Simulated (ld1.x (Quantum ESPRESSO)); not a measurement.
## What one change does to a pseudopotential (S, TM)

```json
{
  "Element": "sulfur",
  "Generator": "ld1.x (Quantum ESPRESSO) 7.5",
  "Type": "norm-conserving Troullier–Martins (Kleinman–Bylander form)",
  "Functional": "revPBE",
  "Relativity": "non-relativistic",
  "Frozen core": "[Ne]",
  "Valence charge": "6",
  "Reference configuration": "3s2 3p4",
  "Partial waves": "3p (bound): rc 1.10 bohr; 3d channel at 0.05 Ry: rc 1.50 bohr; 3s (bound): rc 1.50 bohr",
  "Local potential": "the s channel",
  "Core correction": "Bessel-smoothed model core, default radius (core density twice the valence density)"
}
```

Change: wave 3p (bound): rc 1.10 bohr becomes 3p (bound): rc 1.28 bohr.

Cutoffs: the cutoffs (Ry, on a coarse ladder) from which the occupation-weighted sum of valence levels, in a spherical-Bessel basis at the reference potential, stays within 10 and 1 mRy of its value at 400 Ry; they do not see the model core or the augmentation charge, which bear on the density cutoff. Errors are all-electron minus pseudo energies relative to the spin-unpolarised reference configuration.

Question: Predict the effect on cutoff, ghosts and configuration errors.

Answer: The potential gets softer (90 Ry and 160 Ry → 50 Ry and 100 Ry); of the 7 tests that both files solve, the error grows in 1 and shrinks in 2 by more than 15 % and 0.3 meV (median size 6.0 → 4.0 meV); neither file shows a bound ghost. A larger radius leaves more room for a smooth pseudo-wave, so fewer plane waves are needed.

```csv
quantity,base,changed
"cutoff, loose",90 Ry,50 Ry
"cutoff, tight",160 Ry,100 Ry
loose cutoff by channel (10 mRy a level),"p 80 Ry, s 21 Ry","p 10 Ry, s 21 Ry"
bound ghosts,none,none
"error for 3s2 3p3, meV [ΔE 11.76 eV]",+4.2,+4.0
"error for 3s2 3p2, meV [ΔE 34.03 eV]",+24,+25
"error for 3s2 3p1, meV [ΔE 68.05 eV]",+69,+76
"error for 3s2 3p0, meV [ΔE 114.80 eV]",+131,+165
"error for 3s2 3p4.3, meV [ΔE -1.70 eV]",+0.2,+0.2
"error for 3s0 3p6, meV [ΔE 20.49 eV]",+6.0,+1.5
"error for 3s1 3p5, meV [ΔE 10.19 eV]",+1.5,+0.4
s: phases at 1.64 bohr within 0.05 rad from the reference energy up to (Ry; the scan ends near 5),to the end of the scan,to the end of the scan
p: phases at 1.64 bohr within 0.05 rad from the reference energy up to (Ry; the scan ends near 5),to the end of the scan,to the end of the scan
d: phases at 1.64 bohr within 0.05 rad from the reference energy up to (Ry; the scan ends near 5),to the end of the scan,to the end of the scan
```
